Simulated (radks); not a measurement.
Problem. Species: Ga. Configuration: [Ar] 3d10 4s2 4p1. Method: scalar-relativistic Kohn-Sham, PBE, spin-polarised, spherical densities, point nucleus; open shells are filled with parallel spins first; computed with a radial shooting solver on a logarithmic mesh with Libxc functionals. Some entries of the table are withheld. Estimate them.

| orbital | occ. | eigenvalue (eV) | <r> (bohr) |
|---|---|---|---|
| 1s up | 1 | -10229.89 | 0.04860 |
| 1s down | 1 | -10229.88 | 0.04860 |
| 2s down | 1 | -1262.247 | 0.2178 |
| 2s up | 1 | -1262.246 | 0.2178 |
| 2p up | 3 | -1098.762 | 0.1907 |
| 2p down | 3 | -1098.753 | 0.1907 |
| 3s up | 1 | -148.0550 | 0.6518 |
| 3s down | 1 | -148.0432 | 0.6518 |
| 3p up | 3 | -98.7909 | (1) |
| 3p down | 3 | -98.7739 | (2) |
| 3d up | 5 | -19.1081 | 0.8125 |
| 3d down | 5 | -19.0465 | 0.8086 |
| 4s up | 1 | (3) | 2.350 |
| 4s down | 1 | (4) | 2.334 |
| 4p up | 1 | -2.8697 | (5) |
| 4p down | 0 | -2.1086 | (6) |

Solution. 
(1) 3p up <r> (bohr): 0.6792
(2) 3p down <r> (bohr): 0.6790
(3) 4s up eigenvalue (eV): -9.2182
(4) 4s down eigenvalue (eV): -8.5233
(5) 4p up <r> (bohr): 3.379
(6) 4p down <r> (bohr): 3.410
